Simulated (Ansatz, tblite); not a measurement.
Adding an electron: the cluster Se2S⁺ (the lowest doublet isomer of a short search). Charge 1, multiplicity 2. Geometry: PBE0-D4/def2-TZVP. Ansatz, gas phase; energy differences of separate SCF runs; the reduced species is a singlet (the triplet lies 1.71 eV higher at PBE0-D4/def2-TZVP).

Cartesian coordinates in Å:
```
S 0.398 -1.207 -0.015
Se -0.069 0.577 -1.118
Se -0.329 0.630 1.133
```

The xTB rows come from tblite. The structure comes from a short search, and lower isomers may exist.

```
              level  −HOMO (eV)  −LUMO (eV)  vertical EA (eV)  HOMO–LUMO gap (eV)
   PBE-D4/def2-TZVP       11.47       11.26              8.20                0.21
r2SCAN-D4/def2-TZVP       11.67       11.22              8.33                0.45
  PBE0-D4/def2-TZVP       12.50       10.54              8.43                1.96
```

**Question.** Estimate the rows for GFN1-xTB, GFN2-xTB.

**Answer.** 
```json
{"level": "GFN1-xTB", "−HOMO (eV)": "–", "−LUMO (eV)": "–", "vertical EA (eV)": "14.10", "HOMO–LUMO gap (eV)": "–"}
{"level": "GFN2-xTB", "−HOMO (eV)": "–", "−LUMO (eV)": "–", "vertical EA (eV)": "13.26", "HOMO–LUMO gap (eV)": "–"}
```

  HOMO and LUMO are the levels of the spin that leaves or enters (xTB has no such levels and no spin-polarisation term). Other spin states of the ions may lie lower, which would lower the ionisation energy or raise the affinity. Raw xTB energy differences between charge states are shifted by several eV; the methods need an empirical correction for them.
